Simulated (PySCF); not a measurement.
Delta-SCF ions had no search for a lower state. Excitations are Tamm–Dancoff values on a coarser integration grid. The basis has no diffuse functions, so Rydberg states are missing or too high.

## H6AlBrSi2, SMILES `[SiH3][Al]([Br])[SiH3]` (charge 0, multiplicity 1)

Calculation: M06-2X/def2-TZVP // B3LYP-D3(BJ)/def2-TZVP (PySCF 2.14.0).

| Quantity | Result |
|---|---|
| HOMO | -8.19 eV |
| dipole moment | 1.46 D |
| HOMO–LUMO gap | 6.51 eV |
| LUMO | -1.68 eV |
| S1 excitation (TDA) | 3.62 eV |
| S1 oscillator strength | 0.000 |
| T1 excitation (TDA) | 3.18 eV |
| S1–T1 gap (TDA) | 0.44 eV |
| vertical ionisation energy (Delta-SCF) | 9.06 eV |
| total energy | -3399.2181 Ha |
| cost | around 15 core-minutes (rough) |

```xyz
10

Si     2.2267    -0.1444     0.2418
Al    -0.0145     0.6080    -0.4158
Si    -2.2099    -0.3431     0.1293
Br    -0.0712     2.4431    -1.7746
H      2.1811    -1.0411     1.4254
H      3.1125     1.0045     0.5567
H      2.8410    -0.9058    -0.8782
H     -2.1017    -1.5194     1.0301
H     -3.0619     0.6740     0.7978
H     -2.9019    -0.7759    -1.1125
```
